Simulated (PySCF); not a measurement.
Choosing a molecule for a target property.

Species are written as SMILES; each is one conformer at its optimised geometry, gas phase, non-relativistic unless stated; the electronic structure was computed with PySCF and density fitting.

Dipoles, sizes and rotational constants follow the conformer. The torsions of the flexible species, by atom-mapped SMILES:
- `[O:1]=[CH:2][C:3]#[C:4][C@:5]([SiH3:6])([Cl:7])[CH2:8][SiH3:9]`: C4–C5–C8–Si9 -58°
- `[CH2:1]=[CH:2][CH2:3][Si@@H:4]1[C:5](=[O:6])[SiH2:7][C@@H:8]1[Cl:9]`: C1–C2–C3–Si4 105°, C2–C3–Si4–C5 173°
- `[CH3:1][c:2]1[cH:3][c:4]([C:5]([F:6])([F:7])[F:8])[o:9][n:10]1`: C3–C4–C5–F6 -106°
- `[CH3:1][n:2]1[cH:3][p:4][c:5]([CH:6]2[CH2:7][CH2:8]2)[c:9]1[C:10]#[N:11]`: P4–C5–C6–C7 33°
- `[CH:1]#[C:2]/[CH:3]=[CH:4]/[O:5][SiH2:6][C@H:7]([SiH3:8])[Cl:9]`: C3–C4–O5–Si6 -176°, C4–O5–Si6–C7 -179°, O5–Si6–C7–Si8 -57°
- `[N:1]#[C:2][C:3]1([O:4][C:5]([F:6])([F:7])[F:8])[CH2:9][CH2:10]1`: C2–C3–O4–C5 71°, C3–O4–C5–F6 -61°
- `[CH3:1][Si@@H:2]([O:3][SiH3:4])[N:5]([SiH3:6])[SiH3:7]`: C1–Si2–O3–Si4 7°, C1–Si2–N5–Si6 51°
- `[CH3:1][SiH2:2][Si@:3]([OH:4])([SiH3:5])[SiH2:6][NH2:7]`: C1–Si2–Si3–O4 -67°, Si2–Si3–Si6–N7 64°, H–O4–Si3–Si2 -64°, H–N7–Si6–Si3 -52°, H–N7–Si6–Si3 172°

(1) Wanted: HOMO energy between -6.6 eV and -6.4 eV (PBE0/pcSseg-1) and dipole moment below 3.3 D (PBE0/pcSseg-1), at GFN2-xTB geometries. Which candidate meets both?
A. `C#C/C=C/O[SiH2][C@H]([SiH3])Cl`
B. `Cn1cpc(C2CC2)c1C#N`
C. `Cl[SiH2]Cl`
D. `O=CC#C[C@]([SiH3])(Cl)C[SiH3]`
E. `C1CS1`
F. `Cc1cc(C(F)(F)F)on1`
G. `C=CC[Si@@H]1C(=O)[SiH2][C@@H]1Cl`

(2) Wanted: smallest rotational constant below 0.55 GHz (GFN2-xTB) and HOMO–LUMO gap below 6.5 eV (PBE0/pcSseg-1), at GFN2-xTB geometries. Which candidate meets both?
A. `N#CC1(OC(F)(F)F)CC1`
B. `CC1=NOC(C(F)(F)F)=C1`
C. `O=CC#C[C@]([SiH3])(Cl)C[SiH3]`
D. `C1SC1`
E. `Cl[SiH2]Cl`
F. `C[SiH2][Si@](O)([SiH3])[SiH2]N`
G. `C[Si@@H](O[SiH3])N([SiH3])[SiH3]`

## Answers

(1) E. Computed values:
```csv
species,HOMO energy,dipole moment
Cl[SiH2]Cl,-9.20 eV,1.43 D
Cc1cc(C(F)(F)F)on1,-8.44 eV,3.62 D
O=CC#C[C@]([SiH3])(Cl)C[SiH3],-8.02 eV,2.58 D
Cn1cpc(C2CC2)c1C#N,-6.80 eV,3.01 D
C#C/C=C/O[SiH2][C@H]([SiH3])Cl,-6.69 eV,0.51 D
C1CS1,-6.54 eV,1.99 D
C=CC[Si@@H]1C(=O)[SiH2][C@@H]1Cl,-6.24 eV,0.96 D
```

(2) C. Computed values:
| species | smallest rotational constant | HOMO–LUMO gap |
| --- | --- | --- |
| O=CC#C[C@]([SiH3])(Cl)C[SiH3] | 0.504 GHz | 5.90 eV |
| C[Si@@H](O[SiH3])N([SiH3])[SiH3] | 0.591 GHz | 7.46 eV |
| C[SiH2][Si@](O)([SiH3])[SiH2]N | 0.667 GHz | 6.01 eV |
| CC1=NOC(C(F)(F)F)=C1 | 0.737 GHz | 7.23 eV |
| N#CC1(OC(F)(F)F)CC1 | 0.908 GHz | 8.83 eV |
| Cl[SiH2]Cl | 2.290 GHz | 9.38 eV |
| C1SC1 | 8.166 GHz | 6.95 eV |
